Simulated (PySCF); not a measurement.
The same groups moved round the core (benzothiophene boryl+vinyl). Isolated molecules, 0 K electronic values unless said otherwise. One relaxed conformer stands for each flexible species; it need not be the lowest. Strings in code marks are SMILES.

Quantity: electronic energy of isomers of C10H9BS relative to `Bc1cc2ccc(C=C)cc2s1`, in kcal/mol.

Case: `Bc1cc2ccsc2cc1C=C`. Geometry of `Bc1cc2ccsc2cc1C=C` (neutral, multiplicity 1, Å):

```xyz
21

B      1.3392    -1.8936     1.1663
C      0.5229    -0.7433     0.5507
C     -0.8516    -0.7392     0.8502
C     -1.7588     0.0752     0.1559
C     -3.1880     0.2001     0.2958
C     -3.7234     1.1014    -0.5732
S     -2.5299     1.8500    -1.6120
C     -1.2498     0.9268    -0.8618
C      0.1157     0.9813    -1.1556
C      1.0127     0.1783    -0.4430
C      2.4448     0.3579    -0.7169
C      3.4484     0.1996     0.1590
H      0.9160    -2.4430     2.1563
H      2.3372    -2.3220     0.6482
H     -1.2276    -1.4161     1.6215
H     -3.7762    -0.3663     1.0189
H     -4.7698     1.3850    -0.6776
H      0.4885     1.6676    -1.9195
H      2.6889     0.7063    -1.7276
H      4.4875     0.3619    -0.1383
H      3.2706    -0.0726     1.2025
```

**Question.** Estimate the electronic energy of isomers of C10H9BS relative to `Bc1cc2ccc(C=C)cc2s1` that PBE-D3(BJ)/def2-TZVP // B3LYP-D3(BJ)/def2-SVP (PySCF) returns for this input.

**Answer.** 8.17 kcal/mol.
